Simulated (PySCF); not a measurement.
## EPR parameters of C3H13N2Si2

Compound: C₃H₁₃N₂Si₂ (doublet state).
Z-matrix (Å and degrees, GFN2-xTB geometry), rows numbered from 1:
```
C 
N   1  1.4458
Si  2  1.7470  1  121.47
C   3  1.8423  2  108.34  1   173.80
C   4  1.4565  3  124.28  2   -84.06
Si  5  1.9366  4  110.15  3    90.84
N   6  1.7106  5  104.61  4   -67.36
H   1  1.0964  2  112.96  3    74.30
H   1  1.0880  2  108.47  3   -45.44
H   1  1.0924  2  110.19  3  -164.30
H   2  1.0118  1  110.49  3  -139.11
H   3  1.4751  2  112.77  1   -64.57
H   3  1.4682  2  103.02  1    53.80
H   4  1.0807  3  119.94  2    94.11
H   5  1.0878  4  111.67  3   -26.98
H   5  1.0900  4  112.21  3  -149.96
H   6  1.4736  5  107.51  4    58.47
H   6  1.4660  5  109.71  4   177.18
H   7  1.0063  6  120.11  5   178.82
H   7  1.0162  6  118.37  5    37.46
```

The hyperfine couplings belong to this conformer and change with its torsions.

As a line formula: `CN[SiH2][CH]C[SiH2]N` [radical].

Computed, not measured: PySCF, UKS B3LYP, pcH-1 on C H N Si, non-relativistic, mean-field spin-orbit, GIAO. Geometry: GFN2-xTB, one conformer, isolated molecule. A GFN2-xTB geometry isn't a minimum of the functional, and hyperfine couplings can be far from their values at a DFT geometry. The SCF solution wasn't tested for stability.

| Property | Result |
| --- | --- |
| g1, g2, g3 | 2.00200, 2.00245, 2.00298 |
| g_iso | 2.00248 |
| Form of g | rhombic: the two nearest values differ by 46 % of g3 − g1 |
| ⟨S²⟩ | 0.7535 (exact 0.7500) |
| α and β electrons | 37, 36 |
| HOMO–LUMO gap, α and β orbitals | 6.12, 4.32 eV |

Hyperfine couplings atom by atom, in MHz; T1 to T3 are the principal values of the dipolar part; ρ(0) is the spin density at the nucleus:

| atom | isotope | a_iso | of which spin–orbit | T1 | T2 | T3 | Mulliken spin population | ρ(0) (bohr⁻³) |
| --- | --- | --- | --- | --- | --- | --- | --- | --- |
| C1 | 13C | 3.2 | 0.0 | -1.0 | -0.9 | 1.9 | 0.01 | 0.0028 |
| N2 | 14N | 18.7 | 0.0 | -0.9 | -0.9 | 1.8 | 0.01 | 0.0580 |
| Si3 | 29Si | 37.8 | 0.0 | -4.5 | 0.1 | 4.4 | 0.01 | -0.0426 |
| C4 | 13C | 68.9 | -0.1 | -68.4 | -67.6 | 136.0 | 0.92 | 0.0614 |
| C5 | 13C | -23.0 | 0.0 | -6.3 | -1.8 | 8.1 | -0.05 | -0.0205 |
| Si6 | 29Si | -134.6 | 0.1 | -24.0 | 11.6 | 12.5 | 0.07 | 0.1516 |
| N7 | 14N | -0.7 | 0.0 | -0.4 | -0.1 | 0.5 | 0.00 | -0.0022 |
| H8 | 1H | -0.3 | 0.0 | -1.0 | -0.5 | 1.5 | 0.00 | -0.0001 |
| H9 | 1H | -0.6 | 0.0 | -1.1 | -0.6 | 1.7 | 0.00 | -0.0001 |
| H10 | 1H | 0.5 | 0.0 | -1.0 | -0.5 | 1.5 | 0.00 | 0.0001 |
| H11 | 1H | -1.4 | 0.0 | -3.8 | -1.4 | 5.3 | 0.00 | -0.0003 |
| H12 | 1H | 7.0 | 0.0 | -3.6 | -2.4 | 5.9 | 0.00 | 0.0016 |
| H13 | 1H | 9.7 | 0.0 | -2.9 | -2.5 | 5.4 | 0.01 | 0.0022 |
| H14 | 1H | -52.1 | 0.0 | -32.8 | -0.1 | 32.9 | -0.04 | -0.0117 |
| H15 | 1H | 36.1 | 0.0 | -4.1 | -3.5 | 7.6 | 0.01 | 0.0081 |
| H16 | 1H | 61.5 | 0.0 | -4.4 | -3.7 | 8.1 | 0.02 | 0.0138 |
| H17 | 1H | -1.9 | 0.0 | -3.0 | -1.6 | 4.6 | 0.00 | -0.0004 |
| H18 | 1H | 22.3 | 0.0 | -2.2 | -1.1 | 3.4 | 0.02 | 0.0050 |
| H19 | 1H | 1.1 | 0.0 | -1.5 | -0.9 | 2.5 | 0.00 | 0.0002 |
| H20 | 1H | -0.8 | 0.0 | -3.0 | -1.8 | 4.9 | 0.00 | -0.0002 |

Largest spin populations (Mulliken): C4 (+0.92) and Si6 (+0.07). No atom but C4 exceeds +0.15. The angles at C4 add up to 360.0°, so it is planar; its axial dipolar tensor and the negative coupling of its proton fit spin in a p orbital normal to that plane.

Under fast tumbling the dipolar parts average out, and these isotropic splittings remain: 1 × 1H (H14, I = 1/2, 2 lines) with 1.86 mT, 2 × 1H (H15/H16, I = 1/2, 3 lines) with 1.74 mT, 1 × 14N (N2, I = 1, 3 lines) with 0.67 mT, 2 × 1H (H17/H18, I = 1/2, 3 lines) with 0.36 mT, 2 × 1H (H12/H13, I = 1/2, 3 lines) with 0.30 mT and 1 × 1H (H11, I = 1/2, 2 lines) with 0.05 mT.

Class means assume fast exchange of nuclei equivalent by connectivity; if that motion is slow, each nucleus keeps its own coupling. The 1H value of +48.8 MHz is a mean of couplings from 36.1 to 61.5 MHz in this one geometry, not an average over conformers. The 1H value of +10.2 MHz is a mean of couplings from -1.9 to 22.3 MHz in this one geometry, not an average over conformers.

The 13C coupling of C4 (68.9 MHz) shows only in satellite lines or after enrichment, since that isotope makes up about 1.07 % of natural carbon.

The 29Si coupling of Si6 (-134.6 MHz) shows only in satellite lines or after enrichment, since that isotope makes up about 4.7 % of natural silicon.
